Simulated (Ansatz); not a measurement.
Mulliken charges of `CC1(F)[SiH2]S1` from B3LYP/def2-TZVPP in Ansatz (PBE0-D4/def2-TZVP geometry).

```csv
atom,x (Å),y (Å),z (Å),charge (e)
C1,-0.860,0.275,-1.066,-0.236
C2,-0.228,0.361,0.289,0.215
F3,-1.144,0.822,1.205,-0.222
Si4,1.136,-0.721,0.943,0.294
S5,1.381,1.283,0.383,-0.231
H6,-1.728,-0.387,-1.024,0.094
H7,-0.152,-0.115,-1.797,0.088
H8,-1.192,1.264,-1.395,0.096
H9,1.141,-1.062,2.381,-0.043
H10,1.729,-1.771,0.084,-0.054
```

Q: By hand: the dipole of these point charges (1 e Å = 4.8032 D).

A: Σ q r = (-0.010, -0.462, -0.260) e Å, of length 0.530 e Å = 2.55 D.

Q: How does the dipole of the full density compare? (Estimate.)

A: The calculation gave: (0.059, -0.414, -0.196) e Å, 2.22 D; the point charges give 1.15 times that, at 9° from its direction.

Point charges leave out the atoms' own dipoles, such as those of lone pairs, and Mulliken's split depends on the basis, so the close match here is no proof of good charges.

B3LYP here is the variant with VWN-RPA as its local correlation; programs differ in this.
